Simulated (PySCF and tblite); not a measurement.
Results of a calculation; reference values are marked as such.
2‐ethylphenol, C8H10O, numbered as in [CH3:1][CH2:2][c:3]1[cH:4][cH:5][cH:6][cH:7][c:8]1[OH:9].

Geometries PBE0-D3(BJ)/def2-SVP; weights from CAM-B3LYP-D3(BJ)/def2-SVPD (IEF-PCM, chloroform) energies and GFN2-xTB thermal corrections, with symmetry numbers and mirror pairs. Conformers within 3 kcal/mol (GFN2-xTB free energy) were kept, 8 at most. Couplings: B3LYP/pcSseg-1 with pcJ-1 on H (gas phase; spin-dipole term only for pairs with B, N, F, Si or P). Couplings are for ¹H. Codes: tblite and PySCF.

Torsions listed: C1–C2–C3–C4, C3–C8–O9–H9. Of a mirror pair one member is shown.

| conformer | shape | weight % |
| --- | --- | --- |
| 1 | 101°, -179° | 60.0 |
| 2 | 1°, 180° | 19.5 |
| 3 | -100°, 5° | 14.7 |
| 4 | 2°, -1° | 5.8 |

(1) Give the couplings in each conformer and the averages at 298.15 K (pairs that fast motion interchanges averaged).

## Answers

(1) 
```tsv
coupling	pairs	1	2	3	4	average (Hz)
²J(H1,H1)	3	-13.8	-14.2	-14.2	-14.2	-14.0
³J(H1,H2)	6	8.3	8.4	8.7	8.2	8.4
²J(H2,H2)	1	-14.0	-21.5	-16.5	-17.2	-16.0
⁴J(H2,H4)	2	-0.5	-1.6	-0.5	-1.5	-0.8
⁶J(H2,H6)	2	-0.6	-1.3	-0.5	-1.2	-0.7
³J(H4,H5)	1	8.2	8.4	8.3	8.6	8.3
⁴J(H4,H6)	1	1.1	1.1	1.2	1.1	1.1
³J(H5,H6)	1	8.3	8.3	8.2	8.2	8.3
⁴J(H5,H7)	1	0.6	0.6	0.7	0.8	0.6
³J(H6,H7)	1	8.7	8.7	9.1	9.0	8.8
```

Only couplings over up to 6 bonds are listed; longer-range ones, if any, are left out.
